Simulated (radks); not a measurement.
Ca, configuration [Ar] 4s2.

Calculated with a radial shooting solver on a logarithmic mesh with Libxc functionals: non-relativistic Kohn-Sham, SCAN, spin-unpolarised, spherical densities, point nucleus; meta-GGA in the generalised Kohn-Sham scheme.

Energy parts (Ry):
part                       energy
total                 -1355.24067
kinetic                1353.91960
electron-nucleus      -3207.59246
Hartree                 570.59424
exchange-correlation    -72.16205

Orbitals (lengths in bohr, moments of r in powers of bohr; r(max) is where P^2 peaks):
| orbital | occ. | eigenvalue (Ry) | <r^2> | r(max) |
|---|---|---|---|---|
| 1s | 2 | -290.0240 | 0.008046 | 0.05082 |
| 2s | 2 | -30.68630 | 0.1581 | 0.3016 |
| 2p | 6 | -24.91727 | 0.1331 | 0.2476 |
| 3s | 2 | -3.56858 | 1.558 | 0.9991 |
| 3p | 6 | -2.13093 | 1.906 | 1.051 |
| 4s | 2 | -0.28137 | 19.05 | 3.431 |

The highest occupied level is 4s at -3.828 eV. The density falls to 0.001 e/bohr^3 at r = 5.13 bohr.
